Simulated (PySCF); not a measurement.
**Frontier levels across methods**

Species: C6H6S.
SMILES with atom numbers: `[SH:1][c:2]1[cH:3][cH:4][cH:5][cH:6][cH:7]1` (hydrogens: H8 on S1; H9 on C3; H10 on C4; H11 on C5; H12 on C6; H13 on C7)

Structure used (PBE0-D3(BJ)/def2-SVP), in Å, numbered top down from 1:
```
atom  x, y, z in Å
S1     2.8518   -0.2356    0.1900
C2     1.0950   -0.0894    0.0840
C3     0.3364   -1.2646    0.1668
C4    -1.0520   -1.2086    0.0894
C5    -1.7038    0.0137   -0.0705
C6    -0.9502    1.1831   -0.1532
C7     0.4398    1.1371   -0.0770
H8     3.1263    1.0794    0.0710
H9     0.8383   -2.2273    0.2921
H10   -1.6296   -2.1339    0.1551
H11   -2.7933    0.0544   -0.1307
H12   -1.4467    2.1485   -0.2784
H13    1.0176    2.0623   -0.1429
```

Basis pcSseg-1 throughout (PySCF), one geometry. The structure is a single PBE0-D3(BJ)/def2-SVP conformer in the gas phase; no vibrational or solvent corrections.

Task: How do the orbital energies, the gap and the dipole change with the method?

Result: 
```tsv
method	kind	HOMO (eV)	LUMO (eV)	gap (eV)	μ (D)	SCF cycles
KT2	GGA	-5.40	-1.27	4.13	1.06	15
LDA	LDA	-5.54	-1.54	4.00	1.11	14
PBE0	global hybrid	-6.39	-0.41	5.99	1.18	13
mPW1PW91	global hybrid	-6.42	-0.42	6.00	1.18	13
CAM-B3LYP	range-separated hybrid	-7.56	0.72	8.28	1.19	12
wB97X-D	range-separated hybrid	-8.15	1.32	9.47	1.25	13
LC-wPBE	range-separated hybrid	-8.88	1.69	10.57	1.30	13
```

The HOMO spans 3.47 eV, from KT2 down to LC-wPBE, and the gap runs from 4.00 eV (LDA) to 10.57 eV (LC-wPBE). The dipole ranges from 1.06 D (KT2) to 1.30 D (LC-wPBE). This basis has no diffuse functions.

The vertical ΔSCF ionisation energy at CAM-B3LYP/def2-SVPD is 8.34 eV; −ε(HOMO) comes closest to it with wB97X-D (8.15 eV).
